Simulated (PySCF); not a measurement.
Ionisation energy of Sb⁴¹⁺ by level of theory

Sb⁴¹⁺ [Ne] (1S) → Sb⁴²⁺ [He] 2s2 2p5 (2P), as a difference of total energies. Calculation: PySCF 2.14, in an uncontracted even-tempered set (19 s from 18 bohr⁻², ratio 2.2; 12 p from 23 bohr⁻², ratio 2.2; 6 d from 99 bohr⁻², ratio 2.4; 5 f from 150 bohr⁻², ratio 2.4; 4 g from 220 bohr⁻², ratio 2.4); scalar relativity by spin-free X2C-1e. Correlated levels: nothing frozen; virtual orbitals above 40 to 60 times the deepest correlated orbital energy dropped. The calculations carry no spin-orbit coupling.

```tsv
method	ionisation energy (eV)
UHF	6803.8
LDA	6800.7
PBE0	6802.3
r2SCAN	6805.1
revPBE	6800.8
MP2 (all electrons)	6805.5
SCS-MP2 (all electrons)	6805.4
```

**Question.** Estimate what PBE gives.

**Answer.** 6801.1 eV, closest to revPBE among the rows shown.

**Question.** Estimate what M06-2X gives.

**Answer.** 6803.3 eV, closest to UHF among the rows shown.

A first-order spin-orbit estimate (lowest level to lowest level, LS coupling) adds -83.832 eV.

For this ion Breit and QED terms and the two-electron picture change, all absent here, outweigh the differences among the correlated methods.

For comparison: 6714 ± 4 eV (theoretical estimate listed by NIST; NIST Atomic Spectra Database, ionization energies).
